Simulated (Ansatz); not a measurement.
**Molecular dynamics of H12CO5**

The input (input.yaml):

```yaml
accuracy: low
crystal:
  lattice:
    - [5.718479, 0.0, 0.0]
    - [0.0, 5.718479, 0.0]
    - [0.0, 0.0, 5.718479]
  atoms:
    - { symbol: O, position: [0.25630645, 0.93658281, 0.60305807] }
    - { symbol: H, position: [0.27341385, 0.76855637, 0.58125213] }
    - { symbol: H, position: [0.08925322, 0.9558303, 0.62821156] }
    - { symbol: O, position: [0.91841833, 0.48100136, 0.51436582] }
    - { symbol: H, position: [1.06480581, 0.42193502, 0.44221553] }
    - { symbol: H, position: [0.80016894, 0.46757406, 0.39143533] }
    - { symbol: O, position: [0.58479928, 0.44885085, 0.86929791] }
    - { symbol: H, position: [0.58623412, 0.61041071, 0.92675432] }
    - { symbol: H, position: [0.7141842, 0.44689719, 0.75540232] }
    - { symbol: O, position: [0.34493343, 0.329526, 0.3428398] }
    - { symbol: H, position: [0.38205284, 0.32194704, 0.17669552] }
    - { symbol: H, position: [0.33816438, 0.1675281, 0.40375058] }
    - { symbol: C, position: [0.85997082, 0.96045302, 0.17889318] }
    - { symbol: O, position: [0.67332407, 0.93950449, 0.01601986] }
    - { symbol: H, position: [0.93947494, 0.78692186, 0.1973803] }
    - { symbol: H, position: [0.63042076, 1.0948966, -0.03866544] }
    - { symbol: H, position: [0.99577696, 1.08422272, 0.11844472] }
    - { symbol: H, position: [0.7935826, 1.01650249, 0.35378967] }
basis:
  ecutwfc: 420.0
kpoints:
  mp_grid: { grid: [1, 1, 1] }
hamiltonian:
  xc: pbe
  dispersion: d3bj
scf:
  occupations: { method: fermi_dirac, width: 0.02 }
  lower_state_search: "off"
md:
  timestep: 0.5
  n_steps: 300
  ensemble: nvt_langevin
  temperature: 1500.0
  initial_velocities: maxwell_boltzmann
  seed: 453418
  friction: 0.02
  masses: [{ species: H, mass: 2.014 }]
```

Command:

```bash
$ ansatz run input.yaml --threads 1 --pin off --max-ram 3072MiB --backend cpu --events-out ev --progress --plain --runs-dir out
```

It starts from a partly relaxed structure (largest force component 0.23 eV/Å).

Output, in part (step lines):

```
md step     0: t =     0.00 fs  T =  1416.7 K  F+E_penalty+E_count = -3280.95834447 eV  E_kin = 3.296130 eV  (8 SCF iters)
md step     1: t =     0.50 fs  T =  1407.9 K  F+E_penalty+E_count = -3280.91349131 eV  E_kin = 3.275765 eV  (8 SCF iters)
md step     2: t =     1.00 fs  T =  1334.5 K  F+E_penalty+E_count = -3280.79418601 eV  E_kin = 3.104986 eV  (8 SCF iters)
md step     3: t =     1.50 fs  T =  1309.5 K  F+E_penalty+E_count = -3280.62727358 eV  E_kin = 3.046903 eV  (8 SCF iters)
md step     4: t =     2.00 fs  T =  1246.2 K  F+E_penalty+E_count = -3280.43893136 eV  E_kin = 2.899513 eV  (8 SCF iters)
md step     5: t =     2.50 fs  T =  1093.5 K  F+E_penalty+E_count = -3280.24941724 eV  E_kin = 2.544324 eV  (6 SCF iters)
md step     6: t =     3.00 fs  T =  1054.5 K  F+E_penalty+E_count = -3280.07487279 eV  E_kin = 2.453374 eV  (6 SCF iters)
md step     7: t =     3.50 fs  T =   991.6 K  F+E_penalty+E_count = -3279.93354239 eV  E_kin = 2.307235 eV  (6 SCF iters)
[... lines left out ...]
```

The steps, from the saved trajectory:

```
time (fs)  T (K)  potential energy less start (eV)
      0.0   1417                             0.000
      5.0   1015                             1.196
     10.0    905                             1.685
     15.0   1405                             1.132
     20.0   1276                             1.875
     25.0   1062                             2.713
     30.0   1349                             2.158
     35.0   1935                             1.749
     40.0   1564                             2.531
     45.0   1373                             2.469
     50.0   1484                             1.920
     55.0   1570                             2.035
     60.0   1425                             2.260
     65.0   1462                             2.411
     70.0   1195                             2.717
     75.0   1624                             2.599
     80.0   1480                             3.185
     85.0   1391                             3.250
     90.0   1427                             2.776
     95.0   1359                             2.777
    100.0    976                             3.396
    105.0   1289                             2.670
    110.0   1502                             2.730
    115.0   1228                             3.285
    120.0   1340                             2.403
    125.0   1330                             2.768
    130.0   1548                             2.405
    135.0   1682                             2.236
    140.0   1206                             2.873
    145.0   1337                             2.586
    150.0   1590                             2.089
```

The run went to its last step. A run of 0.15 ps of so small a system gives no equilibrium averages. Limits of this set-up: coarse k mesh, low accuracy level.

Mean squared displacements from the first frame to the last, about the centre of mass: O 0.85 Å², H 2.25 Å², C 0.88 Å².

Last frame:

```xyz
18
Lattice="5.7185 0.0000 0.0000 0.0000 5.7185 0.0000 0.0000 0.0000 5.7185" Properties=species:S:1:pos:R:3
O 1.848 6.539 3.763
H 2.619 6.658 4.298
H 1.206 7.119 4.212
O 5.100 3.633 3.258
H 6.037 3.388 3.408
H 4.855 4.507 2.926
O 3.089 2.697 5.295
H 3.963 2.925 4.834
H 3.167 3.644 5.594
O 2.091 2.940 2.354
H 1.938 2.830 1.396
H 2.504 2.077 2.478
C 6.212 5.619 1.013
O 5.386 4.929 0.086
H 7.304 5.142 0.931
H 5.830 4.386 -0.578
H 6.207 6.803 0.775
H 5.749 5.553 1.954
```

Time of the run: 3.9 min on 1 thread of Arm Neoverse V1, with other jobs on the host, peak memory 0.32 GiB.
